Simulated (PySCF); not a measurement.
**Simulated absorption spectrum**

Compound: CH₂ClF₃Si.
Cartesian coordinates in Å at the GFN2-xTB level; atoms count from 1:
```
atom  x, y, z in Å
F1     1.1853    1.2676   -1.0932
Si2    1.0155    0.1487    0.0338
C3    -0.8821   -0.2821    0.0131
F4    -1.2766   -0.8487   -1.1468
F5    -1.2003   -1.1828    0.9715
Cl6   -1.8795    1.1786    0.2861
H7     1.3020    0.7528    1.3176
H8     1.7448   -1.0247   -0.4065
```

Method: PySCF 2.14.0, density-fitted response routines, TDDFT wB97X-D/def2-SVPD, vertical, gas phase, core orbitals frozen in the response.

Computed states:

| state | E (eV) | f |
| --- | --- | --- |
| S1 | 7.39 | 0.074 |
| S2 | 7.69 | 0.0004 |
| S3 | 7.79 | 0.0032 |
| S4 | 8.36 | 0.042 |
| S5 | 8.52 | 0.013 |
| S6 | 8.82 | 0.033 |
| S7 | 8.96 | 0.0028 |
| S8 | 9.14 | 0.078 |

Broadening: Gaussians 0.5 eV wide at half height, area fixed by f = 4.319×10⁻⁹ ∫ε dν̃. The width is an assumption, not a result. The curve ends short of the highest state used, and states not computed would add to its high-energy end.

Q: Give the broadened spectrum and its maxima.

A: 
E (eV), ε (L mol⁻¹ cm⁻¹) and a bar:
```
     6.64          8 
     6.70         21 
     6.77         58 
     6.83        127 #
     6.90        285 ##
     6.97        576 ####
     7.03        965 #######
     7.10       1593 ############
     7.16       2247 #################
     7.23       3034 #######################
     7.29       3603 ###########################
     7.36       3985 ##############################
     7.43       3964 ##############################
     7.49       3633 ###########################
     7.56       2990 ######################
     7.62       2348 ##################
     7.69       1643 ############
     7.75       1160 #########
     7.82        782 ######
     7.88        622 #####
     7.95        620 #####
     8.02        807 ######
     8.08       1106 ########
     8.15       1581 ############
     8.21       2043 ###############
     8.28       2552 ###################
     8.34       2890 ######################
     8.41       3116 #######################
     8.47       3170 ########################
     8.54       3136 ########################
```

Maxima: 168 nm (7.39 eV), ε about 4000, made up of S1 (99%); 146 nm (8.47 eV), ε about 3200, made up of S4 (63%), S5 (21%) and S6 (15%) (ε in L mol⁻¹ cm⁻¹; maxima over ε = 5, shares over 10%).

Q: What would ε be at 7.39 eV, the highest of these maxima, with half the width (0.25 eV)?

A: About 7980 L mol⁻¹ cm⁻¹ against 4030, a factor of about 1.98; a lone state at its own centre would give exactly 2.

Q: Coming from long wavelengths, where does ε first pass 100 L mol⁻¹ cm⁻¹?

A: At about 182 nm (6.81 eV), 0.58 eV below S1.

One conformer stands for the species.
